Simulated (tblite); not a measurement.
Compound: C₆H₉FSi.
Cartesian coordinates in Å at the GFN2-xTB level; atoms count from 1:
```xyz
17
C6H9FSi angstrom
C      2.3252   -0.3255    1.7628
C      1.6231   -0.2414    0.7972
C      0.7297   -0.1586   -0.3463
C      0.8509   -1.4228   -1.2012
C     -0.6945    0.0348    0.1466
C     -1.0937    1.4602    0.6216
Si    -2.0218    0.8633   -0.8900
F     -3.5440    0.3659   -0.6831
H      2.9514   -0.3932    2.6017
H      1.0216    0.7105   -0.9492
H      1.8739   -1.5541   -1.5465
H      0.5684   -2.2976   -0.6196
H      0.1917   -1.3509   -2.0638
H     -0.9877   -0.7569    0.8310
H     -1.5782    1.5204    1.5868
H     -0.3166    2.2070    0.5323
H     -1.9064    1.3509   -2.2372
```

Method: GFN2-xTB as coded in tblite; computed harmonic values from a numerical Hessian at the method's own geometry, unscaled. Errors from tens to a few hundred cm⁻¹ against measured bands are possible. Modes of hydrogen on silicon can be 10 to 20 % off. One conformer, not necessarily the lowest.

Harmonic wavenumbers (cm⁻¹): 47.8, 86.3, 120.5, 159.9, 183.3, 196.4, 230.7, 285.1, 383.9, 432.3, 474.4, 495.3, 604.7, 646.2, 664.9, 686.7, 717.4, 757.6, 835.1, 861.0, 920.9, 958.7, 1006.3, 1062.6, 1084.1, 1103.1, 1121.0, 1172.0, 1217.8, 1290.2, 1331.2, 1404.1, 1438.5, 1491.0, 1498.2, 2288.0, 2477.9, 2900.8, 3003.7, 3027.8, 3035.5, 3040.5, 3059.3, 3068.9, 3393.6.

A = 3614, B = 903.7, C = 786.2 MHz; mass 128.046 u (most abundant isotopes); point group C1, symmetry number 1.

Q: What is the zero-point energy?

A: ½Σν̃ = 28133 cm⁻¹ = 80.44 kcal/mol.

Q: Entropy at 350 K, 1 bar (ideal gas, RRHO, classical rotation)?

A: Translation 41.28, rotation 29.69, vibration 33.78: S = 104.7 cal/(mol K).

Q: And Cp and H(350 K) − H(0)?

A: Cp = 42.95 cal/(mol K), of which vibrations give 35.00 (their classical limit is 45 R = 89.4); H(350 K) − H(0) = 9.05 kcal/mol without the zero-point energy, 6.27 from vibrations.

Q: What must be added to the electronic energy to get the Gibbs energy at 350 K and 1 bar?

A: ZPE + [H(350 K) − H(0)] − T·S = 80.44 + 9.05 − 36.66 = 52.83 kcal/mol.

Q: Which modes carry the vibrational entropy at 350 K?

A: 47.8 cm⁻¹: 5.22; 86.3 cm⁻¹: 4.06; 120.5 cm⁻¹: 3.40; 159.9 cm⁻¹: 2.86; 183.3 cm⁻¹: 2.60; 196.4 cm⁻¹: 2.47 cal/(mol K); the other 39 give 13.17 together.

Q: How do the functions run with temperature in this model?

A: 
| T (K) | S (cal/(mol K)) | Cp (cal/(mol K)) | H − H(0) (kcal/mol) | G − H(0) (kcal/mol) | ln q(vib) |
| --- | --- | --- | --- | --- | --- |
| 150 | 77.5 | 23.7 | 2.35 | -9.28 | 2.80 |
| 250 | 91.9 | 33.6 | 5.21 | -17.77 | 5.40 |
| 298.15 | 98.2 | 38.2 | 6.94 | -22.35 | 6.65 |
| 400 | 110.8 | 47.1 | 11.30 | -33.00 | 9.27 |
| 600 | 132.5 | 59.9 | 22.09 | -57.38 | 14.26 |
| 900 | 159.2 | 71.8 | 41.99 | -101.28 | 21.14 |

q(vib) and H(0) count from the zero-point level.

Hindered rotation and anharmonicity are outside this model. Other conformers, if any are populated, would add a mixing term that is left out. The structure is chiral; the term R ln 2 for an equal mix with its mirror image is left out.

Hardware: Arm Neoverse V1, one thread (shared host). Cost: 0.62 s. This covers the Hessian and the dipole derivatives.
